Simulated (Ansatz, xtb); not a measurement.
**CH2OSi2: which of two structures lies lower**

Structure I is a singlet given by its coordinates and structure II is `O=[SiH]C=[Si]`, a singlet. Both are isolated molecules in the gas phase, relaxed with B3LYP/6-31G*; the shapes shown needn't be the lowest conformers.

I (Å):

```yaml
atoms:
  - { symbol: C, position_ang: [-0.3871, 1.6944, -0.2911] }
  - { symbol: O, position_ang: [0.0983, -0.6344, -1.1767] }
  - { symbol: Si, position_ang: [-0.9746, 0.0815, -0.1529] }
  - { symbol: Si, position_ang: [0.8689, 0.9860, -1.4640] }
  - { symbol: H, position_ang: [-2.0089, -0.7667, 0.5087] }
  - { symbol: H, position_ang: [-0.6062, 2.6806, 0.0947] }
```

Close contacts (Å): C1–Si3 1.72, C1–Si4 1.86, O2–Si3 1.65, O2–Si4 1.82, Si3–Si4 2.44, C1–H6 1.08, Si3–H5 1.49.

II (Å):

```xyz
6

C     1.5335   -0.1463   -1.1928
O    -0.1805   -1.7763    0.6732
Si   -0.0163   -0.6705   -0.3809
Si    1.5644    1.1156   -2.3629
H    -1.1689    0.1338   -0.8775
H     2.4143   -0.7060   -0.8636
```

Which of the two would you expect CCSD(T)/def2-TZVP electronic energies to favour?

Structure I; the calculation gives E(II) − E(I) = +25.3 kcal/mol.

How the difference moves with the method:

| level | geometry | E(II) − E(I) (kcal/mol) | departure from the last row (kcal/mol) | job, with rough time for the two |
| --- | --- | --- | --- | --- |
| B3LYP/6-31G* | B3LYP/6-31G* | +21.4 | −3.9 | optimisation, 28 s |
| HF/def2-TZVP | B3LYP/6-31G* | +26.2 | +0.9 | part of the CCSD(T) run |
| MP2/def2-TZVP | B3LYP/6-31G* | +26.2 | +0.9 | part of the CCSD(T) run |
| CCSD(T)/def2-TZVP | B3LYP/6-31G* | +25.3 |  | single point, 27 s |

None of the levels shown reverses the order. The largest departure from CCSD(T)/def2-TZVP is that of B3LYP/6-31G*, 3.9 kcal/mol. Levels run at GFN2-xTB geometries aren't shown.

With harmonic frequencies from B3LYP/6-31G* (ideal gas, rigid rotor, one conformer each, 298.15 K, 1 atm): the zero-point term adds −0.4 kcal/mol; ΔH is +25.3 and ΔG +24.1 kcal/mol.

The T1 diagnostic of structure II is large, so the coupled-cluster value is less sure. The correlated steps freeze 12 core orbitals. Codes used: Ansatz 0.2.0; the last row on 1 thread of Intel(R) Xeon(R) 6975P-C (Granite Rapids) on a shared host.
